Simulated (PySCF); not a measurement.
H$_{2}$Cl$_{2}$Si, charge +1, doublet, at a GFN2-xTB geometry (a state made from the parent by changing its charge; the spin is typed, not shown lowest), atoms displaced at random by about 0.1 Å a coordinate; B3LYP/6-31G (PySCF).

PySCF was given this input:
```python
from pyscf import gto, scf, dft
from pyscf.geomopt import geometric_solver

mol = gto.M(
    atom='''
Si   -0.06125228   -0.57910189    0.00426290
Cl    1.65605192    0.36668799    0.07542215
Cl   -1.74379469    0.44935844    0.00353624
H    -0.05675351   -1.79676159    1.02789606
H    -0.01864814   -1.68246659   -0.88334644
''',
    basis='6-31g',
    charge=1,
    spin=1,
    verbose=3,
)

def method(m):
    mf = dft.UKS(m)
    mf.xc = 'b3lyp'
    return mf

conv, mol_eq = geometric_solver.kernel(method(mol), maxsteps=100, convergence_set='GAU_VERYTIGHT')
print('optimisation converged:', conv)
print(mol_eq.tostring(format='xyz'))
mf = method(mol_eq)
mf.kernel()
```

### Question
Write the output that PySCF gives for this input, abridged.

### Answer

```
Custom engine selected.
Bonds will be generated from interatomic distances less than 1.20 times sum of covalent radii
15 internal coordinates being used (instead of 15 Cartesians)
Internal coordinate system (atoms numbered from 1):
Distance 1-2
Distance 1-3
Distance 1-4
Distance 1-5
Angle 2-1-3
Angle 2-1-4
Angle 2-1-5
Angle 3-1-4
Angle 3-1-5
Angle 4-1-5
Translation-X 1-5
Translation-Y 1-5
Translation-Z 1-5
Rotation-A 1-5
Rotation-B 1-5
Rotation-C 1-5
<class 'geometric.internal.Distance'> : 4
<class 'geometric.internal.Angle'> : 6
<class 'geometric.internal.TranslationX'> : 1
<class 'geometric.internal.TranslationY'> : 1
<class 'geometric.internal.TranslationZ'> : 1
<class 'geometric.internal.RotationA'> : 1
<class 'geometric.internal.RotationB'> : 1
<class 'geometric.internal.RotationC'> : 1
> ===== Optimization Info: ====
> Job type: Energy minimization
> Maximum number of optimization cycles: 100
> Initial / maximum trust radius (Angstrom): 0.100 / 0.300
> Convergence Criteria:
> Will converge when all 5 criteria are reached:
>  |Delta-E| < 1.00e-06
>  RMS-Grad  < 1.00e-06
>  Max-Grad  < 2.00e-06
>  RMS-Disp  < 4.00e-06
>  Max-Disp  < 6.00e-06
> === End Optimization Info ===

Geometry optimization cycle 1
Cartesian coordinates (Angstrom)
 Atom        New coordinates             dX        dY        dZ
  Si  -0.061252  -0.579102   0.004263    0.000000  0.000000  0.000000
  Cl   1.656052   0.366688   0.075422    0.000000  0.000000  0.000000
  Cl  -1.743795   0.449358   0.003536    0.000000  0.000000 -0.000000
   H  -0.056754  -1.796762   1.027896    0.000000  0.000000  0.000000
   H  -0.018648  -1.682467  -0.883346    0.000000  0.000000  0.000000

WARN: Mole.unit (angstrom) is changed to Bohr

converged SCF energy = -1210.63937678077  <S^2> = 0.75809819  2S+1 = 2.0080819
--------------- UKS_Scanner gradients ---------------
         x                y                z
0 Si     0.0067021545     0.0431876414    -0.0211833061
1 Cl    -0.0654527125    -0.0360348083    -0.0042960532
2 Cl     0.0569704159    -0.0327770635    -0.0013636433
3 H     0.0013870820    -0.0046315362    -0.0083790162
4 H     0.0004014386     0.0302695030     0.0352349465
----------------------------------------------
cycle 1: E = -1210.63937678  dE = -1210.64  norm(grad) = 0.120554
Step    0 : Gradient = 5.391e-02/7.484e-02 (rms/max) Energy = -1210.6393767808
[...]
Geometry optimization cycle 2
Cartesian coordinates (Angstrom)
 Atom        New coordinates             dX        dY        dZ
  Si  -0.055248  -0.611210  -0.010182    0.006005 -0.032108 -0.014444
  Cl   1.740142   0.396246   0.112865    0.084090  0.029558  0.037443
  Cl  -1.816715   0.462515   0.036085   -0.072920  0.013157  0.032549
   H  -0.065927  -1.740054   1.120874   -0.009173  0.056707  0.092978
   H  -0.027093  -1.750507  -1.032557   -0.008445 -0.068040 -0.149210
converged SCF energy = -1210.66402152588  <S^2> = 0.75878597  2S+1 = 2.0087668
--------------- UKS_Scanner gradients ---------------
         x                y                z
0 Si     0.0008091845     0.0402366288    -0.0039068487
1 Cl    -0.0219580941    -0.0134156598    -0.0013397316
2 Cl     0.0199223112    -0.0124663861    -0.0003835231
3 H     0.0006609507    -0.0095981918     0.0001089799
4 H     0.0005659839    -0.0047445913     0.0055498238
----------------------------------------------
cycle 2: E = -1210.66402153  dE = -0.0246447  norm(grad) = 0.0547494
Step    1 : Displace = 1.059e-01/1.640e-01 (rms/max) Trust = 1.000e-01 (=) Grad = 2.448e-02/4.043e-02 (rms/max) E (change) = -1210.6640215259 (-2.464e-02) Quality = 1.246
[...]
Geometry optimization cycle 3
Cartesian coordinates (Angstrom)
 Atom        New coordinates             dX        dY        dZ
  Si  -0.050329  -0.682041   0.004102    0.004918 -0.070831  0.014283
  Cl   1.776864   0.396416   0.118377    0.036722  0.000171  0.005512
  Cl  -1.845086   0.449372   0.041451   -0.028371 -0.013143  0.005365
[...]
converged SCF energy = -1210.67823917262  <S^2> = 0.75262519  2S+1 = 2.0026235
Step    6 : Displace = 3.400e-03/4.677e-03 (rms/max) Trust = 3.000e-01 (=) Grad = 5.411e-04/8.110e-04 (rms/max) E (change) = -1210.6782391726 (-1.326e-05) Quality = 1.289
converged SCF energy = -1210.6782431344  <S^2> = 0.75262988  2S+1 = 2.0026282
Step    7 : Displace = 2.118e-03/2.782e-03 (rms/max) Trust = 3.000e-01 (=) Grad = 2.352e-04/3.795e-04 (rms/max) E (change) = -1210.6782431344 (-3.962e-06) Quality = 1.281
converged SCF energy = -1210.6782440623  <S^2> = 0.75263433  2S+1 = 2.0026326
Step    8 : Displace = 1.195e-03/1.611e-03 (rms/max) Trust = 3.000e-01 (=) Grad = 9.393e-05/1.562e-04 (rms/max) E (change) = -1210.6782440623 (-9.279e-07) Quality = 1.299
converged SCF energy = -1210.67824441768  <S^2> = 0.75263382  2S+1 = 2.0026321
Step    9 : Displace = 9.379e-04/1.119e-03 (rms/max) Trust = 3.000e-01 (=) Grad = 7.659e-05/1.065e-04 (rms/max) E (change) = -1210.6782444177 (-3.554e-07) Quality = 1.438
converged SCF energy = -1210.67824481556  <S^2> = 0.75263332  2S+1 = 2.0026316
Step   10 : Displace = 1.697e-03/1.881e-03 (rms/max) Trust = 3.000e-01 (=) Grad = 9.362e-05/1.170e-04 (rms/max) E (change) = -1210.6782448156 (-3.979e-07) Quality = 1.181
converged SCF energy = -1210.67824503205  <S^2> = 0.75263234  2S+1 = 2.0026306
Step   11 : Displace = 1.550e-03/1.749e-03 (rms/max) Trust = 3.000e-01 (=) Grad = 7.298e-05/9.422e-05 (rms/max) E (change) = -1210.6782450320 (-2.165e-07) Quality = 0.947
converged SCF energy = -1210.6782450909  <S^2> = 0.75263195  2S+1 = 2.0026302
Step   12 : Displace = 9.341e-04/1.177e-03 (rms/max) Trust = 3.000e-01 (=) Grad = 3.293e-05/4.391e-05 (rms/max) E (change) = -1210.6782450909 (-5.885e-08) Quality = 0.506
[...]
[...]
Geometry optimization cycle 14
Cartesian coordinates (Angstrom)
 Atom        New coordinates             dX        dY        dZ
  Si  -0.052374  -0.850700   0.044532   -0.000461 -0.000174  0.000253
  Cl   1.786020   0.361158   0.106067   -0.000510 -0.000278  0.001033
  Cl  -1.858894   0.409024   0.017488   -0.000272  0.000270 -0.001006
   H  -0.093072  -1.607036   1.339204   -0.001061 -0.000628 -0.000133
   H  -0.029631  -1.566204  -1.273886    0.000324 -0.000078  0.000314
converged SCF energy = -1210.67824509094  <S^2> = 0.75263172  2S+1 = 2.00263
--------------- UKS_Scanner gradients ---------------
         x                y                z
0 Si    -0.0000088556    -0.0000099361     0.0000315091
1 Cl     0.0000185148     0.0000111112    -0.0000216791
2 Cl    -0.0000059156     0.0000044103    -0.0000008630
3 H     0.0000106622    -0.0000054265    -0.0000159062
4 H    -0.0000006710     0.0000063077     0.0000063229
----------------------------------------------
cycle 14: E = -1210.67824509  dE = -4.75211e-11  norm(grad) = 5.13591e-05
Step   13 : Displace = 2.993e-04/4.113e-04 (rms/max) Trust = 3.000e-01 (=) Grad = 2.297e-05/3.420e-05 (rms/max) E (change) = -1210.6782450909 (-4.752e-11) Quality = 0.001
[...]
Geometry optimization cycle 15
Cartesian coordinates (Angstrom)
 Atom        New coordinates             dX        dY        dZ
  Si  -0.052456  -0.850751   0.044374   -0.000083 -0.000051 -0.000158
  Cl   1.785895   0.361084   0.106387   -0.000125 -0.000074  0.000321
  Cl  -1.858910   0.409073   0.017404   -0.000015  0.000048 -0.000084
   H  -0.093256  -1.606929   1.339155   -0.000184  0.000107 -0.000049
   H  -0.029549  -1.566395  -1.273924    0.000082 -0.000191 -0.000038
converged SCF energy = -1210.67824510734  <S^2> = 0.75263169  2S+1 = 2.00263
--------------- UKS_Scanner gradients ---------------
         x                y                z
0 Si    -0.0000026411    -0.0000117366     0.0000088008
1 Cl     0.0000082135     0.0000059558    -0.0000162189
2 Cl    -0.0000055447     0.0000072418     0.0000047926
3 H     0.0000129731    -0.0000029413    -0.0000129215
4 H     0.0000009047     0.0000078476     0.0000148178
----------------------------------------------
cycle 15: E = -1210.67824511  dE = -1.63955e-08  norm(grad) = 3.63347e-05
Step   14 : Displace = 1.486e-04/1.597e-04 (rms/max) Trust = 1.497e-04 (-) Grad = 1.625e-05/1.913e-05 (rms/max) E (change) = -1210.6782451073 (-1.640e-08) Quality = 0.626
[...]
Geometry optimization cycle 16
Cartesian coordinates (Angstrom)
 Atom        New coordinates             dX        dY        dZ
  Si  -0.052915  -0.851010   0.044309   -0.000458 -0.000259 -0.000065
  Cl   1.785323   0.360682   0.107853   -0.000572 -0.000402  0.001466
  Cl  -1.859153   0.409147   0.016376   -0.000243  0.000074 -0.001028
   H  -0.094633  -1.607052   1.339141   -0.001378 -0.000123 -0.000014
   H  -0.029203  -1.566712  -1.273926    0.000346 -0.000318 -0.000002
SCF not converged.
SCF energy = -1210.67824510229 after 50 cycles  <S^2> = 0.75263176  2S+1 = 2.00263
--------------- UKS_Scanner gradients ---------------
         x                y                z
0 Si     0.0000003305    -0.0000114461     0.0000058130
1 Cl    -0.0000130891    -0.0000046570    -0.0000135919
2 Cl     0.0000034977     0.0000097638     0.0000077652
3 H     0.0000182785     0.0000036477    -0.0000158887
4 H     0.0000052095     0.0000087753     0.0000154558
----------------------------------------------
cycle 16: E = -1210.6782451  dE = 5.04565e-09  norm(grad) = 4.06622e-05
Traceback (most recent call last):
  File "input.py", line 23, in <module>
RuntimeError: Nuclear gradients of <pyscf.scf.hf.UKS_Scanner object> not converged
```

The program stopped with an error.
